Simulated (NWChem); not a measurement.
Molecule: CH5GaO; SMILES C[O][GaH2]

```xyz
8

Ga    -0.1113    -0.6859    -0.0251
H     -1.2064    -1.8015     0.0639
H      1.4520    -0.7954    -0.1944
O     -0.7746     0.9841     0.0868
C      0.0466     2.1354     0.0280
H      1.1148     1.8973    -0.0926
H     -0.2600     2.7668    -0.8169
H     -0.0708     2.7222     0.9490
```
Atoms are numbered in this order, from 1.

Level: B3LYP/6-31G* (spherical d) (NWChem), optimised geometry, unscaled harmonic frequencies. B3LYP is NWChem's, with the RPA form of VWN correlation.

| frequency (cm⁻¹) | IR intensity (km/mol) |
|---|---|
| 117 | 2.6 |
| 229 | 1.4 |
| 245 | 2.8 |
| 517 | 56.3 |
| 595 | 79.2 |
| 613 | 73.2 |
| 711 | 109.6 |
| 1109 | 178.5 |
| 1191 | 0.0 |
| 1212 | 8.0 |
| 1510 | 32.6 |
| 1522 | 0.3 |
| 1535 | 3.3 |
| 1928 | 101.0 |
| 1977 | 152.9 |
| 2998 | 80.6 |
| 3060 | 63.6 |
| 3076 | 47.2 |

```
Quantity                                                                            Value
-----------------------------------------------------------------------  ----------------
zero-point energy                                                           34.5 kcal/mol
thermal correction to the enthalpy at 298.15 K (with zero-point energy)     38.4 kcal/mol
heat capacity Cv                                                         16.4 cal/(mol K)
entropy at 298.15 K and 1 atm (symmetry number 1)                        72.4 cal/(mol K)
dipole moment                                                                      1.21 D
```

Rigid rotor and harmonic oscillator.
